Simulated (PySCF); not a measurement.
Computed shifts of a molecule CH6OSi, HF/pcSseg-1 in PySCF, GIAO, gas phase, equivalent atoms averaged, in ppm (number of nuclei): ²⁹Si: -36.7 (1). ¹³C: 50.7 (1). ¹H: 4.36 (3), 3.47 (3). References: ²⁹Si against TMS (σ = 393.8 ppm); ¹⁷O against H2O (σ = 333.0 ppm); ¹³C against TMS (σ = 192.6 ppm); ¹H against TMS (σ = 31.99 ppm), references at their B3LYP-D3(BJ)/def2-TZVP geometries, non-relativistic. Geometry optimised at B3LYP-D3(BJ)/def2-TZVP. Other conformers were not sampled.

Task: Which structure fits?
A) C[SiH2]O
B) CO[SiH3]
C) OC[SiH3]

Result: B, CO[SiH3]
